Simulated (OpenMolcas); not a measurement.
**Zr III: the spin-orbit constant, Racah parameters, worked from levels**

* Program: OpenMolcas
* Basis: ANO-RCC-VTZP [7s6p4d2f1g]
* Scalar Hamiltonian: DKH2, point nucleus
* Active space: 2 electrons in 6 orbitals (4d 5s)
* State averaging: 2S+1 = 3 even, 15 roots; 2S+1 = 1 even, 21 roots kept (CI in the orbitals of an earlier block)
* Spin-orbit coupling: RASSI with atomic mean-field integrals over the reference wave functions, term energies averaged over their components

Methods: CASSCF; MS-CASPT2, IPEA 0.25 Eh, imaginary shift 0.1 Eh (closed shells correlated: 4s 4p). Measured levels: Moore, Atomic Energy Levels, vol. II, NSRDS-NBS 35 (1971 reprint of NBS Circular 467, 1952); NIST levels as listed in Rynkun, Gaigalas and Jonsson, Astron. Astrophys. 637, A10 (2020).

**The spin-orbit constant.** For the Hund term ³F of d2, E(J) = (A/2) J(J+1) + constant and ζ = 2S·A = 2A. From J = 2 to J = 4 the energy changes by 7 A.

| Source | E(4) - E(2) | A | ζ |
| --- | --- | --- | --- |
| CASSCF | 1511.8 | 216.0 | 432 |
| MS-CASPT2 | 1526.4 | 218.1 | 436 |
| measured | 1486.4 | 212.3 | 425 |

All in cm-1. MS-CASPT2 is off by +2.7 % and CASSCF by +1.7 %. Both methods take the spin-orbit matrix elements from the reference wave functions, so the second can move ζ only through the term energies and any multistate remixing. Second-order mixing with other terms is absorbed into this ζ.

**Racah parameters.** Above ³F, d2 has ³P at 15B, ¹G at 12B + 2C and ¹D at 5B + 2C. The first two fix B and C, and the third tests them; where it misses by thousands of cm-1, two parameters do not describe the configuration (Trees and configuration-interaction terms are left out) and B and C hang on the terms chosen. Term energies are centres of gravity, weighted by 2J + 1.

```csv
Source,³P,¹G,B,C,C/B,"¹D from B, C",¹D found
CASSCF,9975,13211,665,2616,3.93,8557,6362
MS-CASPT2,8271,10696,551,2040,3.70,6835,4638
measured,7717,10185,514,2006,3.90,6582,4878
```

Energies in cm-1. From CASSCF to MS-CASPT2, B changes by -17.1 % and C by -22.0 %. Against the measured terms, MS-CASPT2 has B off by +7.2 % and C by +1.7 %.

Term energies are means over components that CASPT2 splits; among the terms shown or strongly mixed into the levels shown the widest spread is 820 cm-1 (4d² ¹G, MS-CASPT2). Terms from blocks run as CI alone lack orbitals of their own. Without dynamic correlation excited terms often stand tens of per cent too high (terms of higher spin than the ground term too low), and those without a measured partner can miss by more than the paired ones (holds for CASSCF). Computed and measured levels are paired by configuration, term and J; levels that our copy of the source lacks, or whose pairing is in doubt (as where it misses far off the trend of its configuration), stay unpaired and out of the deviations. Levels of configurations outside the active space are missing.
